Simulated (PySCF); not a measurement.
sulfuric acid (H2O4S), SMILES O=S(=O)(O)O. Geometry optimised at PBE-D3(BJ)/def2-SVP. Other conformers were not sampled.

Problem. Give the equilibrium geometry at PBE-D3(BJ)/def2-SVP (PySCF confirms it by a frequency run) as bond lengths and angles, and its point group. (Estimate from the structure and the level; the computed values follow.)

Solution. One answer among several that fit: point group C2.
Atoms: O1 S2 O3 O4 O5 H6 H7. Bond lengths (Å): O1–S2 1.645, O1–H6 0.982, S2–O3 1.459, S2–O4 1.459, S2–O5 1.645, O5–H7 0.982. Angles (°): S2–O1–H6 106.6, O1–S2–O3 108.7, O1–S2–O4 105.1, O1–S2–O5 101.4, O3–S2–O4 125.3, O3–S2–O5 105.1, O4–S2–O5 108.7, S2–O5–H7 106.6.
